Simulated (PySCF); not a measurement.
H18N6Ru, charge +2, singlet, at a GFN2-xTB geometry (such geometries of metal compounds can be far from the true shape) (all electrons, no relativity), with bond 23-22 at 1.6 times its length. Base run: CAMB3LYP/3-21G in PySCF.

Geometry (Å):
```xyz
25

Ru     0.0046    -0.0006     0.0034
N      0.9904    -1.3758     1.3912
H      0.6517    -1.3039     2.3522
H      1.9964    -1.2015     1.4383
H      0.8859    -2.3576     1.1288
N     -1.1594    -1.6626    -0.8160
H     -1.5285    -2.2618    -0.0750
H     -0.6162    -2.2734    -1.4288
H     -1.9702    -1.3657    -1.3617
N     -1.6035     0.3639     1.4421
H     -1.6505    -0.3298     2.1903
H     -2.5202     0.3468     0.9906
H     -1.5336     1.2721     1.9047
N      1.5745    -0.3702    -1.4754
H      1.1831    -0.5169    -2.4079
H      2.1349    -1.1995    -1.2705
H      2.2378     0.4007    -1.5717
N      1.1562     1.6432     0.8754
H      1.1494     1.6040     1.8967
H      0.7954     2.5657     0.6257
H      2.1411     1.6437     0.6049
N     -0.9311     1.3978    -1.3955
H     -1.6920     0.6678    -2.6441
H     -0.2407     2.0216    -1.8183
H     -1.6274     2.0031    -0.9567
```
Charge +2, spin multiplicity 1.
All else is at PySCF's defaults.
Base energy -4760.00003 Eh.

Each row names what was changed in the base input (with any setting that the change needs).

```csv
change,ΔE vs base (mEh),SCF cycles,outcome
base,0.000,15,converged
damp = 0.5; diis_start_cycle = 5,0.000,22,converged
diis_space = 20,0.000,15,converged
init_guess = mod_huckel,0.000,19,converged
DIIS = EDIIS,-,50,not converged
level_shift = 0.1 (with mf.max_cycle = 100),0.000,16,converged
level_shift = 0.5 (with mf.max_cycle = 100),0.000,23,converged
level_shift = 0.3 (with mf.max_cycle = 100),0.000,20,converged
diis_space = 12,0.000,15,converged
```
